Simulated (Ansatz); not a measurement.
An input meant for the cluster H5Au4⁻ (charge -1, triplet; scaled by 1.05).

```yaml
crystal:
  periodic: [false, false, false]
  atoms:
    - {symbol: Au, position_ang: [0.227787, -0.434372, -1.382745]}
    - {symbol: Au, position_ang: [0.074109, 0.619530, 1.297853]}
    - {symbol: Au, position_ang: [-0.024653, 1.523040, 4.069440]}
    - {symbol: Au, position_ang: [-0.165490, -1.528544, -4.058297]}
    - {symbol: H, position_ang: [0.092657, -0.936281, 0.358223]}
    - {symbol: H, position_ang: [0.473115, -0.043150, -3.100854]}
    - {symbol: H, position_ang: [-0.631245, -2.664979, -5.210742]}
    - {symbol: H, position_ang: [0.040063, 2.101013, 2.282212]}
    - {symbol: H, position_ang: [-0.086322, 1.363754, 5.744900]}
basis:
  gaussian: {orbitals: def2-TZVPD, fitting: {mean_field: cc-pVTZ-jkfit}}
total_charge: -1
magnetization: {spin_polarized: true, initial_magnetization: 2}
hamiltonian: {xc: {name: revPBE0}, pseudopotentials: {relativity: scalar}}
multiplicity: 3
```

```sh
$ ansatz run in.yaml --threads 4 --pin off --events-out ev --progress --plain --max-ram 3916MiB
```

**Question.** Predict how Ansatz answers.

**Answer.** The input was rejected before any iteration. The input holds a key that doesn't belong there (the spin goes under magnetization).
```
Error: YAML parse error: error: line 18 column 1: unknown field `multiplicity`, expected one of crystal, accuracy, basis, kpoints, hamiltonian, magnetization, projection, total_charge, correlation, batch, efield, external_charges, scf, relax, neb, saddle, md, ramp, phonons, dielectric, real_time, elastic, magnetic_configurations, gw, evaluate, workflow, output, checkpoint, execution
16 | magnetization: {spin_polarized: true, initial_magnetization: 2}
17 | hamiltonian: {xc: {name: revPBE0}, pseudopotentials: {relativity:…
18 | multiplicity: 3
```
